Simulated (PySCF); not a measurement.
**Energy of Co⁺ (cobalt, charge +1) between two integer charges**

The 3d beta orbital of [Ar] 3d8 is emptied in steps (occupation f), with all orbitals relaxed, ending at [Ar] 3d7. Calculation: PySCF 2.14, in x2c-TZVPall (6s5p4d1f, 48 functions); the spin-free X2C one-electron Hamiltonian (Gaussian nucleus). The exact energy is a straight line in f; departures are measured from the line between the end points of the same method.

| f | r2SCAN0 (eV) |
| --- | --- |
| 1 | 0.000 |
| 0.75 | -0.712 |
| 0.5 | -0.962 |
| 0.25 | -0.728 |
| 0 | 0.000 |

Q: For r2SCAN0, how does the orbital energy at f = 1 compare with the removal energy?

A: −ε = 13.521 eV against a total-energy difference of 17.255 eV. By Janak's theorem ε = ∂E/∂f, so the gap between them reflects the curvature. Along the path −ε is 15.312 (f = 0.75), 17.211 (f = 0.5), 19.177 (f = 0.25) eV.

Reference removal energy between the ground levels: 17.084 eV (measured; NIST Atomic Spectra Database, ionization energies). The calculation has no spin-orbit coupling. The determinant left behind need not be the lowest term of the ion.
